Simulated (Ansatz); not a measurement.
F4Sn (SMILES [F][Sn]([F])([F])[F]) moved off its minimum; all values from Ansatz (an electronic-structure program), cores frozen in correlated methods. Elements past Kr take the def2 small-core potentials, without spin–orbit coupling.
(charge 0, multiplicity 1)
```xyz
5

F     -1.08293    -1.52746    -0.76523
Sn    -0.04755    -0.15262    -0.18504
F     -0.91264     1.64660     0.16023
F      0.54723    -0.46598     1.89561
F      1.50085     0.22076    -1.15543
```

Problem. Give the forces (eV/Å), the total energy and the dipole at CCSD(T)/def2-TZVPPD.

Solution. 
```tsv
atom	Fx	Fy	Fz
F1	-1.093	-1.396	-0.754
Sn2	1.006	3.861	5.787
F3	0.938	-2.572	-0.818
F4	-1.038	0.264	-3.832
F5	0.187	-0.156	-0.383
```
Energy -612.5139 hartree, dipole 2.99 D.
